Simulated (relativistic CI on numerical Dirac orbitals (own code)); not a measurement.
**Radial parameters of Cs²⁰⁺**

These numbers are calculated, not measured: Dirac-Coulomb-Breit CI, orbitals from a KLI potential per configuration, model QED, unscaled Slater integrals (own radial code, finite nucleus).

Slater integrals F^k, G^k are unscaled and averaged over j, outside the closed core [Ar] 3d10; ζ comes from projecting the Hamiltonian with its Breit term on Σ l·s of the shell.

- 4s2.4p5: ζ(4p) = 94234 cm⁻¹; <r>(4p) = 0.6598, <r^2>(4p) = 0.4913 (bohr units).
- 4s2.4p4.4d: F^2(4p,4p) = 156970, ζ(4p) = 94519, F^2(4p,4d) = 151770, G^1(4p,4d) = 191080, G^3(4p,4d) = 121630, ζ(4d) = 10909 cm⁻¹; <r>(4p) = 0.6597, <r^2>(4p) = 0.4911, <r>(4d) = 0.6824, <r^2>(4d) = 0.5312 (bohr units).
- 4s.4p5.4d: G^1(4s,4p) = 206180, ζ(4p) = 94394, G^2(4s,4d) = 150040, F^2(4p,4d) = 151740, G^1(4p,4d) = 191040, G^3(4p,4d) = 121590, ζ(4d) = 10994 cm⁻¹; <r>(4s) = 0.6384, <r^2>(4s) = 0.4574, <r>(4p) = 0.6598, <r^2>(4p) = 0.4913, <r>(4d) = 0.6826, <r^2>(4d) = 0.5315 (bohr units).

Averages of the first 10 configurations, taken without configuration mixing, which lowers the lowest level and can move excited configurations by several eV; other configurations of the list can lie among them:

```json
{"Configuration": "4s2.4p5", "Parity": "odd", "States": "6", "Average energy above the lowest level (eV)": "7.3"}
{"Configuration": "4s.4p6", "Parity": "even", "States": "2", "Average energy above the lowest level (eV)": "82.0"}
{"Configuration": "4s2.4p4.4d", "Parity": "even", "States": "150", "Average energy above the lowest level (eV)": "105.0"}
{"Configuration": "4s.4p5.4d", "Parity": "odd", "States": "120", "Average energy above the lowest level (eV)": "176.7"}
{"Configuration": "4s2.4p4.4f", "Parity": "odd", "States": "210", "Average energy above the lowest level (eV)": "211.0"}
{"Configuration": "4s.4p5.4f", "Parity": "even", "States": "168", "Average energy above the lowest level (eV)": "282.9"}
{"Configuration": "4p6.4d", "Parity": "even", "States": "10", "Average energy above the lowest level (eV)": "255.4"}
{"Configuration": "4s.4p4.4d2", "Parity": "even", "States": "1350", "Average energy above the lowest level (eV)": "273.3"}
{"Configuration": "4s2.4p3.4d.4f", "Parity": "even", "States": "2800", "Average energy above the lowest level (eV)": "309.1"}
{"Configuration": "4p6.4f", "Parity": "odd", "States": "14", "Average energy above the lowest level (eV)": "361.9"}
```
